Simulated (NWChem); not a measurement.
System meant: C₆H₇, doublet; SMILES [CH]1C=CC=CC1

Here is an NWChem input.

```
start job
memory heap 200 mb stack 900 mb global 1100 mb
geometry units angstroms noautoz
  C     -1.248558     0.628797     0.000000
  C     -1.226210    -0.737939     0.000000
  C     -0.004468    -1.456872     0.000000
  C      1.221684    -0.745480     0.000000
  C      1.252449     0.621096     0.000000
  C      0.004468     1.442785     0.000000
  H     -2.204424     1.160683     0.000000
  H     -2.170249    -1.290348     0.000000
  H     -0.007834    -2.548437     0.000000
  H      2.162301    -1.303694     0.000000
  H      2.211576     1.147081     0.000000
  H      0.006600     2.138116     0.868360
  H      0.006600     2.138116    -0.868360
end
basis spherical
  * library def2-svp
end
dft
  odft
  mult 3
  xc pbe0
  iterations 150
  mulliken
end
task dft energy
```

End of the output:

```
 Summary of "ao basis" -> "" (spherical)
 ------------------------------------------------------------------------------
       Tag                 Description            Shells   Functions and Types
 ---------------- ------------------------------  ------  ---------------------
 *                          def2-svp                  on all atoms

                                 NWChem DFT Module
                                 -----------------

 Summary of "ao basis" -> "ao basis" (spherical)
 ------------------------------------------------------------------------------
       Tag                 Description            Shells   Functions and Types
 ---------------- ------------------------------  ------  ---------------------
 C                          def2-svp                 6       14   3s2p1d
 H                          def2-svp                 3        5   2s1p

 Summary of "ao basis" -> "ao basis" (spherical)
 ------------------------------------------------------------------------------
       Tag                 Description            Shells   Functions and Types
 ---------------- ------------------------------  ------  ---------------------
 C                          def2-svp                 6       14   3s2p1d
 H                          def2-svp                 3        5   2s1p

      Symmetry analysis of basis
      --------------------------

        a1         49
        a2         13
        b1         21
        b2         36

  number of electrons :                   43
  multiplicity        :                    3
 ------------------------------------------------------------------------
  no. of electrons and multiplicity not compatible                  43
 ------------------------------------------------------------------------
 ------------------------------------------------------------------------
  current input line :
    28: task dft energy
 ------------------------------------------------------------------------
 ------------------------------------------------------------------------
 There is an error in the input file
 ------------------------------------------------------------------------
 For more information see the NWChem manual at https://nwchemgit.github.io

0: no. of electrons and multiplicity not compatible:Received an Error in Communication
```

Q: Can this run be used? If not, why, and what is the fix?

A: The input was rejected before any calculation. Cause: the multiplicity doesn't fit the number of electrons (an even count wants an odd multiplicity, and the reverse). This input runs:
```
start job
memory heap 200 mb stack 900 mb global 1100 mb
geometry units angstroms noautoz
  C     -1.248558     0.628797     0.000000
  C     -1.226210    -0.737939     0.000000
  C     -0.004468    -1.456872     0.000000
  C      1.221684    -0.745480     0.000000
  C      1.252449     0.621096     0.000000
  C      0.004468     1.442785     0.000000
  H     -2.204424     1.160683     0.000000
  H     -2.170249    -1.290348     0.000000
  H     -0.007834    -2.548437     0.000000
  H      2.162301    -1.303694     0.000000
  H      2.211576     1.147081     0.000000
  H      0.006600     2.138116     0.868360
  H      0.006600     2.138116    -0.868360
end
basis spherical
  C library def2-svp
  H library def2-svp
end
dft
  odft
  mult 2
  xc pbe0
  iterations 150
  mulliken
end
task dft energy
```
It converges to -232.34663 Ha (PBE0/def2-SVP, spin-unrestricted).
